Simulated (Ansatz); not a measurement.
Basis sets compared for CrO2(NH2)2 (CrN₂O₂H₄). Total charge 0; singlet. Geometry B3LYP-D4/def2-SVP. Ansatz on 2 threads of Arm Neoverse V1 on a shared host; times are rough, and most runs start from earlier orbitals.

Cartesian coordinates in Å:
```
Cr -0.055 -0.200 0.582
N -1.437 0.338 -0.431
N 1.505 -0.087 -0.301
O -0.285 -1.696 0.925
O 0.030 0.760 1.799
H -1.976 -0.294 -1.014
H -1.774 1.296 -0.444
H 2.097 0.738 -0.277
H 1.894 -0.855 -0.839
```

The restricted singlet is unstable towards broken spin symmetry in Hartree–Fock (as tested in another run); at PBE-D4/def2-SVP, PBE-D4/def2-TZVP, PBE0-D4/def2-SVP, PBE0-D4/def2-TZVP this wasn't settled. No other spin state of charge 0 was run.

Binding counts from free atoms (Cr septet, N quartet, O triplet, H doublet) in the same basis, without a counterpoise term.

```tsv
level	functions	energy (Eh)	HOMO (eV)	LUMO (eV)	binding per atom (eV)	wall time
PBE-D4/def2-SVP	107	-1306.1012	-5.70	-3.46	3.93	1.8 s
PBE0-D4/def2-SVP	107	-1306.0140	-7.10	-2.76	3.40	2.7 s
```

**Question.** Estimate the rows for PBE-D4/def2-TZVP (with forces), PBE0-D4/def2-TZVP.

**Answer.** 
```tsv
level	functions	energy (Eh)	HOMO (eV)	LUMO (eV)	binding per atom (eV)	wall time
PBE-D4/def2-TZVP (with forces)	193	-1306.5700	-6.01	-3.67	3.90	3.9 s
PBE0-D4/def2-TZVP	193	-1306.4843	-7.31	-2.83	3.42	4.8 s
```
